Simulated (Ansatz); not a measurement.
Frontier orbitals of `O=C1N[Si]1(O)F`.

Charge 0, multiplicity 1. The structure was optimised at the PBE0-D4/def2-TZVP level. It is one conformer, not always the lowest. Basis def2-TZVPP, Ansatz 0.2.0.

| functional | HOMO (eV) | LUMO (eV) | gap (eV) |
| --- | --- | --- | --- |
| PBE | -5.88 | -1.39 | 4.49 |
| PBE0 | -7.25 | -0.36 | 6.89 |
| HSE06 (plane-wave form) | -6.84 | -0.74 | 6.10 |
| BHLYP | -8.60 | 0.51 | 9.11 |
| LC-ωPBE | -9.85 | 1.96 | 11.81 |
| ωB97M-V | -9.46 | 1.46 | 10.92 |

A quarter of exact exchange (PBE0) shifts PBE's HOMO by −1.37 eV and its LUMO by +1.03 eV; full exchange at long range (ωB97M-V) shifts them by −3.58 and +2.85 eV. The gap opens from 4.49 to 10.92 eV, since occupied levels lose self-interaction and empty ones feel all the electrons. A positive LUMO is unbound and depends on the basis.

LC-ωPBE has ω = 0.4 bohr⁻¹.
